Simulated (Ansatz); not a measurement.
Cost and result up the ladder for the cluster Ge6N (7 atoms). Charge 0, multiplicity 2. Geometry: PBE-D4/def2-SVP.

```xyz
7

N     0.490   -0.553    0.490
Ge    0.270   -0.369   -1.727
Ge    0.268   -2.432    0.044
Ge    1.716    1.069   -0.014
Ge   -0.743    1.967   -0.620
Ge   -0.302    0.870    1.798
Ge   -1.698   -0.553    0.029
```

Ansatz on 6 threads of Intel Xeon on a shared host. Times are rough, and most runs start from the orbitals of an earlier one. PBE0-D4/def2-TZVP serves as the yardstick here, not as an exact answer. Differences are given only for rows in sets of like size (and for xTB, whose basis is part of the method), since another set adds its own error. Binding counts from free atoms at the same level (N quartet, Ge triplet; other spins of the atoms weren't run), without zero-point energy or a counterpoise term.

Another isomer (doublet) lies 0.45 eV lower at PBE0-D4/def2-TZVP; other spin states weren't run for this one.

Run but left out: MP2/def2-SVP (⟨S²⟩ 0.93, where a pure state has 0.75).

```csv
level,functions,wall time,binding energy per atom (eV),difference from PBE0-D4/def2-TZVP (eV)
PBE-D4/def2-SVP,206,7.5 s,3.26,–
PBE-D4/def2-TZVP (with forces),319,12 s,3.27,0.23
PBE0-D4/def2-SVP,206,20 s,3.02,–
r2SCAN-D4/def2-TZVP,319,24 s,3.08,0.04
r2SCANh-D4/def2-TZVP,319,47 s,3.00,-0.04
PBE0-D4/def2-TZVP,319,50 s,3.04,0.00
```
